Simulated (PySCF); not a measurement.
PySCF input for Ti(Cl)3(OH) (Cl₃HOTi), SMILES [OH][Ti]([Cl])([Cl])[Cl], multiplicity 1, TDDFT-CAM-B3LYP/def2-SVPD. Geometry: r2SCAN-D4/def2-SVP. The geometry has at least one imaginary mode, so it is a saddle point at that level. The multiplicity is an assumed one; no other spin state was optimised. The isomer is the one that the SMILES or the coordinates give; other isomers of the formula were not compared. The values are those of a single conformer.

```python
import numpy as np
from pyscf import gto, scf, dft, tdscf

mol = gto.M(
    atom='''
    Ti    0.00000000    0.00000000    0.24685785
    Cl   -1.78676789   -1.03159092   -0.47390515
    Cl    0.00000000    2.06318184   -0.47390516
    Cl    1.78676789   -1.03159092   -0.47390515
    O    -0.00000000    0.00000000    1.97489320
    H    -0.00000000    0.00000001    2.93914457
    ''',
    basis='def2-SVPD',
    charge=0,
    spin=0,
    symmetry=True,
    max_memory=1600,
    verbose=4,
)
mf = dft.RKS(mol, xc='cam-b3lyp').density_fit(auxbasis='def2-universal-jkfit')
mf.grids.level = 3
mf.conv_tol = 1e-9
mf.max_cycle = 100
mf.kernel()
mf.grids = dft.Grids(mol).set(level=1).build(with_non0tab=True)  # coarser grid for the response kernel
td = tdscf.TDDFT(mf)
td.singlet = True
td.nstates = 10
td.conv_tol = 1e-4
td.positive_eig_threshold = 1e-6
td.kernel(x0=td.get_init_guess(mf, 15))
td.analyze()
tt = tdscf.TDA(mf)
tt.singlet = False
tt.nstates = 4
tt.conv_tol = 1e-4
tt.positive_eig_threshold = 1e-6
tt.kernel(x0=tt.get_init_guess(mf, 9))
tt.analyze(verbose=3)
```

Log of the run:

```
PySCF version 2.14.0

[INPUT] verbose = 4
[INPUT] num. atoms = 6
[INPUT] num. electrons = 82
[INPUT] charge = 0
[INPUT] spin (= nelec alpha-beta = 2S) = 0
[INPUT] symmetry True subgroup None
[INPUT] Mole.unit = angstrom
[INPUT] Symbol           X                Y                Z      unit          X                Y                Z       unit  Magmom
[INPUT]  1 Ti     0.000000000000   0.000000000000   0.246857850000 AA    0.000000000000   0.000000000000   0.466493728199 Bohr   0.0
[INPUT]  2 Cl    -1.786767890000  -1.031590920000  -0.473905150000 AA   -3.376501960267  -1.949424311388  -0.895550942521 Bohr   0.0
[INPUT]  3 Cl     0.000000000000   2.063181840000  -0.473905160000 AA    0.000000000000   3.898848622776  -0.895550961418 Bohr   0.0
[INPUT]  4 Cl     1.786767890000  -1.031590920000  -0.473905150000 AA    3.376501960267  -1.949424311388  -0.895550942521 Bohr   0.0
[INPUT]  5 O      0.000000000000   0.000000000000   1.974893200000 AA    0.000000000000   0.000000000000   3.732007273266 Bohr   0.0
[INPUT]  6 H      0.000000000000   0.000000010000   2.939144570000 AA    0.000000000000   0.000000018897   5.554178277803 Bohr   0.0

nuclear repulsion = 536.868015190611
point group symmetry = C3v, use subgroup Cs
symmetry origin: [0.00000000e+00 2.30454405e-10 1.15227207e-09]
symmetry axis x: [ 2.04531770e-09  1.00000000e+00 -5.74745532e-09]
symmetry axis y: [0.00000000e+00 5.74745532e-09 1.00000000e+00]
symmetry axis z: [ 1.00000000e+00 -2.04531770e-09  1.17553721e-17]
num. orbitals of irrep A' = 91
num. orbitals of irrep A" = 55
number of shells = 58
number of NR pGTOs = 254
number of NR cGTOs = 146
basis = def2-SVPD
ecp = {}


[settings echo left out]
init E= -2305.63604498183
HOMO (A") = -0.421514678067347  LUMO (A") = -0.10805215379283  gap/eV = 8.52975
cycle= 1 E= -2305.31253910137  delta_E= 0.324  |g|= 1.07  |ddm|= 3.04
HOMO (A") = -0.361040126827351  LUMO (A') = -0.305459766699291  gap/eV = 1.51242
cycle= 2 E= -2297.85273096931  delta_E= 7.46  |g|= 6.85  |ddm|= 3.92
HOMO (A") = -0.361124829036998  LUMO (A') = -0.140290048766238  gap/eV = 6.00922
cycle= 3 E= -2305.50248417635  delta_E= -7.65  |g|= 0.791  |ddm|= 2.74
HOMO (A") = -0.392062736125601  LUMO (A') = -0.113522652372177  gap/eV = 7.57946
cycle= 4 E= -2305.6194431493  delta_E= -0.117  |g|= 0.164  |ddm|= 0.459
HOMO (A") = -0.388262745981126  LUMO (A') = -0.086131470425848  gap/eV = 8.22141
cycle= 5 E= -2305.62541000185  delta_E= -0.00597  |g|= 0.0456  |ddm|= 0.149
HOMO (A") = -0.387619455058601  LUMO (A') = -0.0900327202466005  gap/eV = 8.09775
cycle= 6 E= -2305.62567909329  delta_E= -0.000269  |g|= 0.0235  |ddm|= 0.0412
HOMO (A") = -0.389259757075312  LUMO (A') = -0.0884712300184805  gap/eV = 8.18487
cycle= 7 E= -2305.62582412807  delta_E= -0.000145  |g|= 0.00159  |ddm|= 0.0242
HOMO (A") = -0.389203746142611  LUMO (A') = -0.0883171417051423  gap/eV = 8.18754
cycle= 8 E= -2305.62582552976  delta_E= -1.4e-06  |g|= 0.00105  |ddm|= 0.00301
HOMO (A") = -0.389247985420679  LUMO (A') = -0.088348797835605  gap/eV = 8.18788
cycle= 9 E= -2305.62582599548  delta_E= -4.66e-07  |g|= 0.00022  |ddm|= 0.00151
HOMO (A") = -0.389252539299126  LUMO (A') = -0.0883524220701788  gap/eV = 8.18791
cycle= 10 E= -2305.6258260436  delta_E= -4.81e-08  |g|= 5.74e-05  |ddm|= 0.000582
HOMO (A") = -0.389248000053653  LUMO (A') = -0.0883406649724336  gap/eV = 8.18811
cycle= 11 E= -2305.62582604683  delta_E= -3.23e-09  |g|= 3.33e-05  |ddm|= 0.000173
HOMO (A") = -0.389250384212245  LUMO (A') = -0.0883439418265763  gap/eV = 8.18808
cycle= 12 E= -2305.62582604723  delta_E= -4e-10  |g|= 3.11e-06  |ddm|= 5.25e-05
HOMO (A") = -0.389249808656726  LUMO (A') = -0.08834418009562  gap/eV = 8.18806
Extra cycle  E= -2305.62582604723  delta_E= 2.73e-12  |g|= 4.06e-06  |ddm|= 8.63e-06
converged SCF energy = -2305.62582604723
tot grids = 34056
Overwritten attributes  positive_eig_threshold  of <class 'pyscf.tdscf.rks.TDDFT'>


******** <class 'pyscf.tdscf.rks.TDDFT'> for <class 'pyscf.df.df_jk.DFSymAdaptedRKS'> ********
nstates = 10 singlet
deg_eia_thresh = 1.000e-03
wfnsym = None
conv_tol = 0.0001
eigh lindep = 1e-12
eigh level_shift = 0
eigh max_cycle = 100


Excitation energies (eV)
[4.52044212 4.52044313 4.53851038 4.72065028 4.76686324 4.76688852
 5.25861463 5.28057388 5.28061172 5.37434538]

** Singlet excitation energies and oscillator strengths **
Excited State   1:   A"      4.52044 eV    274.27 nm  f=0.0024
      39 -> 42       -0.31110
      40 -> 43       -0.31084
      41 -> 42       -0.54570
Excited State   2:   A'      4.52044 eV    274.27 nm  f=0.0024
      39 -> 43        0.31098
      40 -> 42       -0.31096
      41 -> 43       -0.54570
Excited State   3:   A"      4.53851 eV    273.18 nm  f=0.0000
      39 -> 42        0.49556
      40 -> 43       -0.49574
Excited State   4:   A'      4.72065 eV    262.64 nm  f=0.0033
      39 -> 43        0.49441
      40 -> 42        0.49449
Excited State   5:   A"      4.76686 eV    260.10 nm  f=0.0298
      38 -> 43       -0.19489
      39 -> 42       -0.35833
      40 -> 43       -0.35830
      41 -> 42        0.40942
Excited State   6:   A'      4.76689 eV    260.09 nm  f=0.0298
      38 -> 42       -0.19485
      39 -> 43       -0.35837
      40 -> 42        0.35828
      41 -> 43       -0.40943
Excited State   7:   A"      5.25861 eV    235.77 nm  f=0.0000
      34 -> 43       -0.11169
      35 -> 42        0.11177
      36 -> 43       -0.32486
      37 -> 42        0.32504
      41 -> 46        0.50269
Excited State   8:   A"      5.28057 eV    234.79 nm  f=0.0006
      36 -> 43        0.17347
      37 -> 42        0.17340
      38 -> 43        0.37097
      39 -> 46        0.14593
      41 -> 44       -0.51348
Excited State   9:   A'      5.28061 eV    234.79 nm  f=0.0006
      36 -> 42       -0.17338
      37 -> 43        0.17322
      38 -> 42        0.37099
      40 -> 46        0.14587
      41 -> 45        0.51357
Excited State  10:   A"      5.37435 eV    230.70 nm  f=0.0071
      36 -> 43       -0.24340
      37 -> 42       -0.24333
      38 -> 43       -0.34195
      39 -> 44       -0.13402
      40 -> 45       -0.13394
      41 -> 44       -0.44842

** Transition electric dipole moments (AU) **
state          X           Y           Z        Dip. S.      Osc.
  1        -0.1483     -0.0000     -0.0000      0.0220      0.0024
  2         0.0000      0.1484      0.0000      0.0220      0.0024
  3        -0.0001      0.0000     -0.0000      0.0000      0.0000
  4        -0.0000      0.0001     -0.1686      0.0284      0.0033
  5         0.5055      0.0000      0.0000      0.2556      0.0298
  6         0.0000      0.5056      0.0000      0.2556      0.0298
  7        -0.0000      0.0000      0.0000      0.0000      0.0000
  8         0.0685      0.0000     -0.0000      0.0047      0.0006
  9        -0.0000      0.0684     -0.0000      0.0047      0.0006
 10        -0.2315     -0.0000      0.0000      0.0536      0.0071

** Transition velocity dipole moments (imaginary part, AU) **
state          X           Y           Z        Dip. S.      Osc.
  1        -0.0241     -0.0000     -0.0000      0.0006      0.0023
  2         0.0000      0.0241      0.0000      0.0006      0.0023
  3        -0.0000     -0.0000      0.0000      0.0000      0.0000
  4         0.0000      0.0000     -0.0288      0.0008      0.0032
  5         0.0866     -0.0000      0.0000      0.0075      0.0285
  6         0.0000      0.0866      0.0000      0.0075      0.0285
  7        -0.0000     -0.0000     -0.0000      0.0000      0.0000
  8         0.0135      0.0000      0.0000      0.0002      0.0006
  9        -0.0000      0.0135      0.0000      0.0002      0.0006
 10        -0.0431     -0.0000     -0.0000      0.0019      0.0063

** Transition magnetic dipole moments (imaginary part, AU) **
state          X           Y           Z
  1        -0.0000     -0.2683     -0.0002
  2        -0.2683     -0.0000     -0.0000
  3         0.0000     -0.0001      0.4011
  4        -0.0000      0.0000      0.0000
  5        -0.0000      0.0094      0.0001
  6        -0.0093     -0.0000     -0.0000
  7        -0.0000     -0.0001      0.4428
  8         0.0000      0.1558     -0.0004
  9        -0.1557      0.0000      0.0000
 10        -0.0000     -0.1179      0.0004
Overwritten attributes  positive_eig_threshold  of <class 'pyscf.tdscf.rks.TDA'>


******** <class 'pyscf.tdscf.rks.TDA'> for <class 'pyscf.df.df_jk.DFSymAdaptedRKS'> ********
nstates = 4 triplet
deg_eia_thresh = 1.000e-03
wfnsym = None
conv_tol = 0.0001
eigh lindep = 1e-12
eigh level_shift = 0
eigh max_cycle = 100


Excitation energies (eV)
[4.21471216 4.21473471 4.40153894 4.48781033]

** Triplet excitation energies and oscillator strengths **
Excited State   1:   A'      4.21471 eV    294.17 nm  f=0.0000
Excited State   2:   A"      4.21473 eV    294.17 nm  f=0.0000
Excited State   3:   A"      4.40154 eV    281.68 nm  f=0.0000
Excited State   4:   A"      4.48781 eV    276.27 nm  f=0.0000
```

The run converged.

Cost: roughly 8 core-minutes.
